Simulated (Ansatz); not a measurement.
A run for Ansatz (a quantum-chemistry and plane-wave program): U-PBE0/def2-TZVPP on SnF, 2S+1 = 2, a spin state set in the input, which need not be the lowest. Elements past Kr take the def2 small-core potentials; no spin–orbit coupling.

Ansatz 0.2 input:
```yaml
crystal:
  periodic: [false, false, false]
  atoms:
    - {symbol: F, position_ang: [0.00000000, 0.00000000, 0.00000000]}
    - {symbol: Sn, position_ang: [0.00000000, 0.00000000, 1.86200000]}
basis:
  gaussian:
    orbitals: def2-TZVPP
hamiltonian:
  xc: {name: PBE0}
magnetization: {spin_polarized: true, initial_magnetization: 1}
relax: {f_tol: 0.002, max_steps: 120}
```

The log:

```
WARN ansatz: RAYON_NUM_THREADS=2 ignored (pool sized by the plan → 2); use --threads N
Functional definition: PBE0
integrals: 0.02 GiB planned
617 factors; their error is unknown
mean field: 0.26 GiB planned
mean field evaluation 1: about -8544.7711 eV, gradient 2.8e1 eV
mean field evaluation 2: about -8527.2741 eV, gradient 7.9e1 eV
mean field evaluation 4: about -8547.2749 eV, gradient 1.4e0 eV
mean field evaluation 8: about -8547.3780 eV, gradient 4.4e-2 eV
mean field evaluation 16: about -8547.2707 eV, gradient 3.6e0 eV
mean field -8547.37801372 eV, -314.1103483833 hartree, gradient 2.9e-5 eV, S^2 0.753763; 1 other end points of the search recorded, 0 dependent functions left out
the calculation of the forces begins
reference -8547.37804202 eV, -314.1103494235 hartree; 16, 15 occupied and 65, 66 virtual orbitals, 617 factors
relax step   1: F+E_penalty+E_count = -8547.37801372 eV  Δ(F+E_penalty+E_count) = +0.000e0 eV  max|allowed force component| = 2.164e0 eV/Å  Δτ_max = 0.0000 Å  (49 SCF iters, accepted)
these checks for a lower state are left out or cut short: starts, cluster_reference, orbital_swaps, neighbouring_geometries, increment
integrals: 0.02 GiB planned
617 factors; their error is unknown
mean field: 0.26 GiB planned
mean field evaluation 32: about -8547.4579 eV, gradient 2.2e-5 eV
mean field -8547.45787689 eV, -314.1132833007 hartree, gradient 2.2e-5 eV, S^2 0.753698; 0 other end points of the search recorded, 0 dependent functions left out
the calculation of the forces begins
reference -8547.45790509 eV, -314.1132843371 hartree; 16, 15 occupied and 65, 66 virtual orbitals, 617 factors
relax step   2: F+E_penalty+E_count = -8547.45787689 eV  Δ(F+E_penalty+E_count) = -7.986e-2 eV  max|allowed force component| = 4.909e-1 eV/Å  Δτ_max = 0.0311 Å  (33 SCF iters, accepted)
these checks for a lower state are left out or cut short: starts, cluster_reference, orbital_swaps, neighbouring_geometries, increment
integrals: 0.02 GiB planned
617 factors; their error is unknown
mean field: 0.26 GiB planned
mean field -8547.46330387 eV, -314.1134827386 hartree, gradient 1.8e-5 eV, S^2 0.753679; 0 other end points of the search recorded, 0 dependent functions left out
the calculation of the forces begins
reference -8547.46333207 eV, -314.1134837750 hartree; 16, 15 occupied and 65, 66 virtual orbitals, 617 factors
relax step   3: F+E_penalty+E_count = -8547.46330387 eV  Δ(F+E_penalty+E_count) = -5.427e-3 eV  max|allowed force component| = 4.176e-2 eV/Å  Δτ_max = 0.0103 Å  (33 SCF iters, accepted)
these checks for a lower state are left out or cut short: starts, cluster_reference, orbital_swaps, neighbouring_geometries, increment
integrals: 0.02 GiB planned
617 factors; their error is unknown
mean field: 0.26 GiB planned
mean field -8547.46334636 eV, -314.1134843001 hartree, gradient 1.8e-5 eV, S^2 0.753677; 0 other end points of the search recorded, 0 dependent functions left out
the calculation of the forces begins
reference -8547.46337456 eV, -314.1134853365 hartree; 16, 15 occupied and 65, 66 virtual orbitals, 617 factors
relax step   4: F+E_penalty+E_count = -8547.46334636 eV  Δ(F+E_penalty+E_count) = -4.249e-5 eV  max|allowed force component| = 1.189e-3 eV/Å  Δτ_max = 0.0010 Å  (35 SCF iters, accepted)
integrals: 0.02 GiB planned
617 factors; their error is unknown
mean field: 0.26 GiB planned
mean field evaluation 64: about -8547.4633 eV, gradient 5.5e-2 eV
mean field -8547.46334636 eV, -314.1134843001 hartree, gradient 1.8e-5 eV, S^2 0.753677; 2 other end points of the search recorded, 0 dependent functions left out
the calculation of the forces begins
reference -8547.46337456 eV, -314.1134853365 hartree; 16, 15 occupied and 65, 66 virtual orbitals, 617 factors
Total energy: -8547.46337456 eV, -314.1134853365 hartree
Atom 0 at     0.000000    -0.000000    -0.042496 Å, force    -0.000000    -0.000000     0.001189 eV/Å
Atom 1 at    -0.000000     0.000000     1.904496 Å, force     0.000000     0.000000    -0.001189 eV/Å
Dipole moment:     0.000000     0.000000     0.560790 e Å
```

Self-consistency was reached.

Cost: around 7 core-seconds (rough).
